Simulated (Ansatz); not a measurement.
Geometry optimisation, RKS r2SCAN-D4/def2-SVP (Ansatz 0.2.0).

Input file:

```yaml
crystal:
  periodic: [false, false, false]
  atoms:
    - { symbol: Si, position_ang: [-1.04459, 0.519544, -0.023718] }
    - { symbol: "N", position_ang: [-0.27725, -0.726394, 0.996469] }
    - { symbol: H, position_ang: [-0.331624, 0.900987, -1.265262] }
    - { symbol: H, position_ang: [-2.40597, 0.031477, -0.429286] }
    - { symbol: H, position_ang: [-1.139824, 1.750274, 0.828094] }
    - { symbol: H, position_ang: [1.56906, -0.958316, -0.376075] }
    - { symbol: Se, position_ang: [2.094693, -0.348496, -1.63535] }
    - { symbol: H, position_ang: [0.076986, -0.468902, 1.913068] }
    - { symbol: H, position_ang: [-0.621547, -1.680355, 0.990059] }
    - { symbol: H, position_ang: [2.079966, 0.98018, -0.997999] }
basis:
  gaussian: { orbitals: def2-SVP }
hamiltonian:
  xc: r2scan
  dispersion: d4
relax:
  f_tol: 0.03
  max_steps: 50
```

Launched with:

```bash
$ ansatz run input.yaml --threads 2 --pin off --max-ram 3072MiB --backend cpu --events-out ev --progress --plain --runs-dir out
```

**Question.** Where does it end, and by what steps?

**Answer.** It converged. After 18 steps the energy has fallen by 0.294 eV; Se7 moved furthest, 1.22 Å.

| step | energy less start (eV) | largest force component (eV/Å) | accepted |
| --- | --- | --- | --- |
| 0 | 0.0000 | 0.834 | yes |
| 1 | -0.1372 | 0.420 | yes |
| 2 | -0.1678 | 0.492 | yes |
| 3 | -0.2214 | 0.129 | yes |
| 4 | -0.2321 | 0.080 | yes |
| 5 | -0.2467 | 0.092 | yes |
| 6 | -0.2585 | 0.053 | yes |
| 7 | -0.2539 | 0.507 | no |
| 8 | -0.2671 | 0.046 | yes |
| 9 | -0.2740 | 0.261 | yes |
| 10 | -0.2773 | 0.265 | yes |
| 11 | -0.2814 | 0.204 | yes |
| 12 | -0.2859 | 0.194 | yes |
| 13 | -0.2889 | 0.103 | yes |
| 14 | -0.2911 | 0.089 | yes |
| 15 | -0.2923 | 0.074 | yes |
| 16 | -0.2933 | 0.034 | yes |
| 17 | -0.2938 | 0.034 | yes |
| 18 | -0.2940 | 0.025 | yes |

```xyz
10
Properties=species:S:1:pos:R:3
Si -1.317 0.521 0.066
N -0.334 -0.791 0.674
H -1.283 0.446 -1.423
H -2.754 0.508 0.500
H -0.705 1.792 0.549
H 1.621 -0.521 -0.155
Se 2.959 -0.311 -0.775
H -0.131 -0.815 1.672
H -0.539 -1.733 0.349
H 2.483 0.903 -1.456
```

The run took 50 s on 2 threads of Intel(R) Xeon(R) 6975P-C (Granite Rapids) (shared host), peak memory 0.17 GiB.
